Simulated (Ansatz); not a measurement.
# Abstraction of Br: BBrF2 + GeH2(CH3) → BF2 + GeH2(CH3)Br

Species: BBrF2 `FB(F)Br`, singlet; GeH2(CH3), doublet; BF2 `F[B]F`, doublet; GeH2(CH3)Br, singlet. A radical takes Br: the energy is the difference in strength between the B–Br bond broken and the Ge–Br bond made.

Shapes, held fixed at every level: PBE0-D4/def2-TZVP. Programs: Ansatz 0.2.0. The zero-point and thermal change to 298 K, harmonic and unscaled (PBE0-D4/def2-TZVP), is +0.8 kJ/mol.

| level | kind | ΔH(298 K) (kJ/mol) | less CCSD(T)/def2-TZVPP | CPU time (sum over the molecules) |
| --- | --- | --- | --- | --- |
| HF/def2-TZVPP | Hartree–Fock | +49.4 | -21.1 | – |
| SPW92/def2-TZVPP | LDA | +81.4 | +10.9 | 11 s |
| PBE-D4/def2-TZVPP | GGA | +70.0 | -0.5 | 19 s |
| B2PLYP/def2-TZVPP | double hybrid | +68.6 | -1.9 | 36 s |
| CCSD(T)/def2-SVP | coupled cluster or CI | +87.6 | +17.1 | 33 s |
| CCSD/def2-TZVPP | coupled cluster or CI | +69.8 | -0.7 | – |
| CCSD(T)/def2-TZVPP | coupled cluster or CI | +70.5 | 0.0 | 8.5 min |

The highest level, CCSD(T)/def2-TZVPP, gives ΔH(298 K) = +70.5 kJ/mol; the levels span +49.4 to +87.6. The column of differences is taken from that level and isn't an error. No measured value is set beside it here. Open shells run unrestricted. Relativity is left out for Br, Ge. Outer-core shells of Br, Ge are correlated, in sets that cover them unevenly. Times are processor times on shared x86 and Arm servers, and rough.
